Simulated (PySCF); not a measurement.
Ionisation energy of N²⁺ by level of theory

N²⁺ [He] 2s2 2p1 (2P) → N³⁺ [He] 2s2 (1S), as a difference of total energies. Calculation: PySCF 2.14, in x2c-QZVPPall (7s4p3d2f1g, 57 functions); the spin-free X2C one-electron Hamiltonian (Gaussian nucleus). Correlated levels: valence: 1s2 frozen. The calculations carry no spin-orbit coupling.

```tsv
method	ionisation energy (eV)	plus first-order spin-orbit estimate	difference from reference of that sum (eV)
UHF	47.298	47.313	-0.132
MP2 (valence)	47.527	47.542	+0.097
SCS-MP2 (valence)	47.480	47.495	+0.050
CCSD (valence)	47.275	47.289	-0.156
CCSD(T) (valence)	47.306	47.321	-0.124
```

Reference: 47.445 eV (semi-empirical (NIST evaluation); NIST Atomic Spectra Database, ionization energies).

A first-order spin-orbit estimate (lowest level to lowest level, LS coupling) adds 0.015 eV.

Errors of the correlated levels include the incompleteness of this basis and the frozen core.

The coupled-cluster amplitudes are large for N³⁺ (T1 above 0.03 or a double amplitude above 0.15), so a single reference is strained.
